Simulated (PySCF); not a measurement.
PySCF input file for H₆O₃W, SMILES [OH][WH3]([OH])[OH], multiplicity 1, TDA-PBE/def2-SVPD. Coordinates come from a B3LYP-D3(BJ)/def2-SVP optimisation. The multiplicity is an assumed one; no other spin state was optimised. The structure was generated by enumeration; whether it is a known compound was not checked. The def2 effective core potentials stand for the cores of W; spin–orbit coupling is left out. Other conformers were not sampled.

```python
import numpy as np
from pyscf import gto, scf, dft, tdscf

mol = gto.M(
    atom='''
    W     0.00000000    0.00000000    0.07673128
    O    -1.58445019   -0.91478274   -0.42586941
    H    -2.28297698   -1.31807737    0.10458578
    O    -0.00000000    1.82956548   -0.42586941
    H    -0.00000000    2.63615475    0.10458577
    O     1.58445019   -0.91478274   -0.42586941
    H     2.28297698   -1.31807737    0.10458578
    H     0.00000000   -1.04160980    1.40966451
    H    -0.90206054    0.52080490    1.40966450
    H     0.90206054    0.52080490    1.40966451
    ''',
    basis='def2-SVPD',
    ecp={'W': 'def2-svp'},
    charge=0,
    spin=0,
    symmetry=True,
    max_memory=1600,
    verbose=4,
)
mf = dft.RKS(mol, xc='pbe').density_fit(auxbasis='def2-universal-jkfit')
mf.grids.level = 3
mf.conv_tol = 1e-9
mf.max_cycle = 100
mf.kernel()
mf.grids = dft.Grids(mol).set(level=1).build(with_non0tab=True)  # coarser grid for the response kernel
td = tdscf.TDA(mf)
td.singlet = True
td.nstates = 10
td.conv_tol = 1e-4
td.positive_eig_threshold = 1e-6
td.kernel(x0=td.get_init_guess(mf, 15))
td.analyze()
tt = tdscf.TDA(mf)
tt.singlet = False
tt.nstates = 4
tt.conv_tol = 1e-4
tt.positive_eig_threshold = 1e-6
tt.kernel(x0=tt.get_init_guess(mf, 9))
tt.analyze(verbose=3)
```

It prints:

```
PySCF version 2.14.0

[INPUT] verbose = 4
[INPUT] num. atoms = 10
[INPUT] num. electrons = 44
[INPUT] charge = 0
[INPUT] spin (= nelec alpha-beta = 2S) = 0
[INPUT] symmetry True subgroup None
[INPUT] Mole.unit = angstrom
[INPUT] Symbol           X                Y                Z      unit          X                Y                Z       unit  Magmom
[INPUT]  1 W      0.000000000000   0.000000000000   0.076731280000 AA    0.000000000000   0.000000000000   0.145001104387 Bohr   0.0
[INPUT]  2 O     -1.584450190000  -0.914782740000  -0.425869410000 AA   -2.994176917115  -1.728688842079  -0.804776549730 Bohr   0.0
[INPUT]  3 H     -2.282976980000  -1.318077370000   0.104585780000 AA   -4.314201240887  -2.490805240287   0.197638480724 Bohr   0.0
[INPUT]  4 O      0.000000000000   1.829565480000  -0.425869410000 AA    0.000000000000   3.457377684158  -0.804776549730 Bohr   0.0
[INPUT]  5 H      0.000000000000   2.636154750000   0.104585770000 AA    0.000000000000   4.981610499471   0.197638461827 Bohr   0.0
[INPUT]  6 O      1.584450190000  -0.914782740000  -0.425869410000 AA    2.994176917115  -1.728688842079  -0.804776549730 Bohr   0.0
[INPUT]  7 H      2.282976980000  -1.318077370000   0.104585780000 AA    4.314201240887  -2.490805240287   0.197638480724 Bohr   0.0
[INPUT]  8 H      0.000000000000  -1.041609800000   1.409664510000 AA    0.000000000000  -1.968357250663   2.663879851419 Bohr   0.0
[INPUT]  9 H     -0.902060540000   0.520804900000   1.409664500000 AA   -1.704647368377   0.984178625331   2.663879832522 Bohr   0.0
[INPUT] 10 H      0.902060540000   0.520804900000   1.409664510000 AA    1.704647368377   0.984178625331   2.663879851419 Bohr   0.0

nuclear repulsion = 183.994037752339
point group symmetry = C3v, use subgroup Cs
symmetry origin: [ 0.00000000e+00  1.81704446e-10 -4.90601974e-09]
symmetry axis x: [ 1.88636708e-09  1.00000000e+00 -7.36640798e-10]
symmetry axis y: [-2.17697667e-10  7.36640799e-10  1.00000000e+00]
symmetry axis z: [ 1.00000000e+00 -1.88636708e-09  2.17697668e-10]
num. orbitals of irrep A' = 91
num. orbitals of irrep A" = 61
number of shells = 64
number of NR pGTOs = 219
number of NR cGTOs = 152
basis = def2-SVPD
ecp = {'W': 'def2-svp'}


******** <class 'pyscf.df.df_jk.DFSymAdaptedRKS'> ********
method = DFSymAdaptedRKS
initial guess = minao
damping factor = 0
level_shift factor = 0
DIIS = <class 'pyscf.scf.diis.CDIIS'>
diis_start_cycle = 1
diis_space = 8
diis_damp = 0
SCF conv_tol = 1e-09
SCF conv_tol_grad = None
SCF max_cycles = 100
direct_scf = False
XC library pyscf.dft.libxc version 7.1.2
    S. Lehtola, C. Steigemann, M. J. T. Oliveira, and M. A. L. Marques,  SoftwareX 7, 1–5 (2018)
XC functionals = pbe
    J. P. Perdew, K. Burke, and M. Ernzerhof,  Phys. Rev. Lett. 77, 3865 (1996)
    J. P. Perdew, K. Burke, and M. Ernzerhof,  Phys. Rev. Lett. 78, 1396 (1997)
    J. P. Perdew, K. Burke, and M. Ernzerhof,  Phys. Rev. Lett. 77, 3865 (1996)
    J. P. Perdew, K. Burke, and M. Ernzerhof,  Phys. Rev. Lett. 78, 1396 (1997)
radial grids:
    Treutler-Ahlrichs [JCP 102, 346 (1995); DOI:10.1063/1.469408] (M4) radial grids

becke partition: Becke, JCP 88, 2547 (1988); DOI:10.1063/1.454033
pruning grids: <function nwchem_prune>
grids dens level: 3
symmetrized grids: True
atomic radii adjust function: <function treutler_atomic_radii_adjust>
small_rho_cutoff = 0
Freeze 0 electrons in irreps []
    44 free electrons in irreps A' A"
Set gradient conv threshold to 3.16228e-05
Initial guess from minao.
tot grids = 125408
init E= -283.63924100425
HOMO (A') = -0.515709620202319  LUMO (A") = -0.337618943533268  gap/eV = 4.84609
cycle= 1 E= -295.69337093533  delta_E= -12.1  |g|= 1.42  |ddm|= 9.05
HOMO (A") = -0.0760899165719437  LUMO (A') = -0.0081094735219852  gap/eV = 1.84984
cycle= 2 E= -292.901810252196  delta_E= 2.79  |g|= 3.86  |ddm|= 3.78
HOMO (A') = -0.166650929426648  LUMO (A') = -0.0140461638157616  gap/eV = 4.15259
cycle= 3 E= -295.949922357693  delta_E= -3.05  |g|= 0.723  |ddm|= 3.22
HOMO (A") = -0.255838052024105  LUMO (A") = -0.103073420271105  gap/eV = 4.15694
cycle= 4 E= -296.05152471229  delta_E= -0.102  |g|= 0.408  |ddm|= 1.24
HOMO (A") = -0.25396315995923  LUMO (A") = -0.0780507059366582  gap/eV = 4.78682
cycle= 5 E= -296.09056567284  delta_E= -0.039  |g|= 0.142  |ddm|= 0.587
HOMO (A") = -0.242031661440295  LUMO (A') = -0.0739745232382916  gap/eV = 4.57307
cycle= 6 E= -296.095873610533  delta_E= -0.00531  |g|= 0.0213  |ddm|= 0.216
HOMO (A") = -0.241213329490776  LUMO (A') = -0.0735678467297212  gap/eV = 4.56187
cycle= 7 E= -296.095965408857  delta_E= -9.18e-05  |g|= 0.00588  |ddm|= 0.0199
HOMO (A") = -0.24130585799465  LUMO (A') = -0.0735219193327649  gap/eV = 4.56563
cycle= 8 E= -296.095973341225  delta_E= -7.93e-06  |g|= 0.000933  |ddm|= 0.0055
HOMO (A") = -0.241333708430523  LUMO (A') = -0.0735324619833503  gap/eV = 4.56610
cycle= 9 E= -296.095973509663  delta_E= -1.68e-07  |g|= 0.000213  |ddm|= 0.000742
HOMO (A') = -0.241329986788916  LUMO (A') = -0.0735277154645401  gap/eV = 4.56613
cycle= 10 E= -296.095973504038  delta_E= 5.62e-09  |g|= 0.000271  |ddm|= 0.000331
HOMO (A") = -0.241325552795614  LUMO (A') = -0.0735256341663118  gap/eV = 4.56607
cycle= 11 E= -296.095973519525  delta_E= -1.55e-08  |g|= 1.19e-05  |ddm|= 0.000205
HOMO (A") = -0.241325218167703  LUMO (A') = -0.0735256793924126  gap/eV = 4.56606
cycle= 12 E= -296.095973519556  delta_E= -3.01e-11  |g|= 1.05e-06  |ddm|= 1.24e-05
HOMO (A") = -0.241325599355036  LUMO (A') = -0.0735259936083453  gap/eV = 4.56606
Extra cycle  E= -296.095973519554  delta_E= 1.82e-12  |g|= 2.74e-06  |ddm|= 4.02e-06
converged SCF energy = -296.095973519554
tot grids = 39312
Overwritten attributes  positive_eig_threshold  of <class 'pyscf.tdscf.rks.TDA'>


******** <class 'pyscf.tdscf.rks.TDA'> for <class 'pyscf.df.df_jk.DFSymAdaptedRKS'> ********
nstates = 10 singlet
deg_eia_thresh = 1.000e-03
wfnsym = None
conv_tol = 0.0001
eigh lindep = 1e-12
eigh level_shift = 0
eigh max_cycle = 100


Excitation energies (eV)
[4.61291887 4.72231823 4.72238597 4.90760744 5.13942176 5.13947393
 5.94777882 5.98032111 5.98033976 6.09030717]

** Singlet excitation energies and oscillator strengths **
Excited State   1:   A"      4.61292 eV    268.78 nm  f=0.0000
      21 -> 24       -0.49972
      22 -> 25        0.49976
Excited State   2:   A'      4.72232 eV    262.55 nm  f=0.0058
      21 -> 23       -0.60946
      21 -> 25        0.24921
      22 -> 24       -0.24868
Excited State   3:   A"      4.72239 eV    262.55 nm  f=0.0058
      21 -> 24       -0.24870
      22 -> 23       -0.60992
      22 -> 25       -0.24805
Excited State   4:   A'      4.90761 eV    252.64 nm  f=0.0095
      17 -> 23        0.10511
      21 -> 25        0.48146
      22 -> 24        0.48138
Excited State   5:   A'      5.13942 eV    241.24 nm  f=0.0470
      20 -> 24        0.12804
      21 -> 23       -0.33069
      21 -> 25       -0.41955
      22 -> 24        0.41992
Excited State   6:   A"      5.13947 eV    241.24 nm  f=0.0470
      20 -> 25        0.12806
      21 -> 24       -0.41988
      22 -> 23        0.32991
      22 -> 25       -0.42019
Excited State   7:   A"      5.94778 eV    208.45 nm  f=0.0000
      20 -> 23       -0.69758
Excited State   8:   A'      5.98032 eV    207.32 nm  f=0.0003
      20 -> 24       -0.12283
      21 -> 26        0.69089
Excited State   9:   A"      5.98034 eV    207.32 nm  f=0.0003
      20 -> 25        0.12280
      22 -> 26        0.69088
Excited State  10:   A"      6.09031 eV    203.58 nm  f=0.0000
      21 -> 28        0.49917
      22 -> 27        0.49993

** Transition electric dipole moments (AU) **
state          X           Y           Z        Dip. S.      Osc.
  1        -0.0000     -0.0000      0.0000      0.0000      0.0000
  2        -0.0000      0.2233     -0.0000      0.0499      0.0058
  3         0.2233      0.0000      0.0000      0.0498      0.0058
  4         0.0000      0.0000      0.2818      0.0794      0.0095
  5        -0.0000      0.6110      0.0000      0.3733      0.0470
  6        -0.6110      0.0000     -0.0000      0.3733      0.0470
  7        -0.0000     -0.0000      0.0000      0.0000      0.0000
  8         0.0000     -0.0465      0.0000      0.0022      0.0003
  9        -0.0465      0.0000      0.0000      0.0022      0.0003
 10        -0.0002      0.0000      0.0000      0.0000      0.0000

WARN: ECP detected. Skipping calculation of transition velocity and magnetic dipole moments, which have not yet been implemented.



******** <class 'pyscf.tdscf.rks.TDA'> for <class 'pyscf.df.df_jk.DFSymAdaptedRKS'> ********
nstates = 4 triplet
deg_eia_thresh = 1.000e-03
wfnsym = None
conv_tol = 0.0001
eigh lindep = 1e-12
eigh level_shift = 0
eigh max_cycle = 100


Excitation energies (eV)
[4.11080198 4.15961783 4.159959   4.35197454]

** Triplet excitation energies and oscillator strengths **
Excited State   1:   A'      4.11080 eV    301.61 nm  f=0.0000
Excited State   2:   A"      4.15962 eV    298.07 nm  f=0.0000
Excited State   3:   A'      4.15996 eV    298.04 nm  f=0.0000
Excited State   4:   A"      4.35197 eV    284.89 nm  f=0.0000
```

Self-consistency was reached.
